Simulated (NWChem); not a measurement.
# CH6OSi2; SMILES C1[SiH2]O[SiH2]1

```xyz
10

C      0.0000     0.0000     1.3280
Si     1.2601     0.0000    -0.0924
O      0.0000     0.0000    -1.2333
Si    -1.2601     0.0000    -0.0924
H      0.0000    -0.8962     1.9666
H      0.0000     0.8962     1.9666
H      2.1148     1.2177    -0.2019
H      2.1148    -1.2177    -0.2019
H     -2.1148    -1.2177    -0.2019
H     -2.1148     1.2177    -0.2019
```
Atoms are numbered in this order, from 1.

Results from NWChem. Coordinates come from a PBE0/def2-SVP optimisation. Level: B3LYP/def2-SVP with SMD (1 M gas to 1 M solution), gas-phase geometry. Reactions with the solvent are ignored.

**Question.** Order these by “cavity-dispersion-structure term (kcal/mol)”, lowest first: chlorobenzene; dimethyl sulfoxide; cyclohexanone; water.

**Answer.** chlorobenzene (-0.5), cyclohexanone (0.0), dimethyl sulfoxide (0.6), water (3.0)
